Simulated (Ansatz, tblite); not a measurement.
Isomers of Cd6O6 (singlet), found by a short tight-binding search and relaxed with PBE0-D4/def2-SVP in Ansatz.

In the def2 sets Cd takes a core potential; there is no spin–orbit coupling. The xTB rows come from tblite.

A: It holds 4 O–O bonds. B: The restricted singlet is unstable towards broken spin symmetry in Hartree–Fock (as tested in another run); at PBE-D4/def2-TZVP, r2SCAN-D4/def2-TZVP, PBE0-D4/def2-TZVP this wasn't settled. It holds 3 O–O bonds.

Other spin states weren't relaxed.

A:

```xyz
12

Cd    0.656   -0.692   -3.146
Cd   -2.464    2.143    0.397
Cd   -1.923    2.120    3.256
Cd    0.706   -0.568    1.070
Cd   -0.935    0.753   -1.424
Cd    2.579   -2.668   -2.222
O    -0.925    0.004    2.313
O     1.213    0.971   -0.523
O    -1.980   -0.359    1.416
O     2.218    0.171   -1.062
O     2.247   -1.051   -0.317
O    -1.393   -0.825    0.241
```

B:

```xyz
12

Cd    1.091    0.256   -1.285
Cd   -2.179    0.453    0.707
Cd   -0.369   -2.075    1.123
Cd    3.200   -1.271   -0.344
Cd   -2.439    2.055   -1.466
Cd    1.426    0.242    2.529
O    -0.099    2.033   -1.761
O    -0.142    2.522   -0.415
O     1.180   -2.551   -0.150
O     0.440   -1.803   -1.157
O    -2.029   -1.238    1.811
O    -0.081    1.377    0.408
```

Estimate which lies lowest at each level, and how far above it the others are (eV).


```json
{"level": "GFN1-xTB", "A": "0.00", "B": "1.88"}
{"level": "GFN2-xTB", "A": "0.86", "B": "0.00"}
{"level": "PBE-D4/def2-TZVP", "A": "1.07", "B": "0.00"}
{"level": "r2SCAN-D4/def2-TZVP", "A": "1.24", "B": "0.00"}
{"level": "PBE0-D4/def2-TZVP", "A": "1.11", "B": "0.00"}
```
Point groups (tolerance 0.1 Å): A C2, B not assigned. Lower isomers may exist.
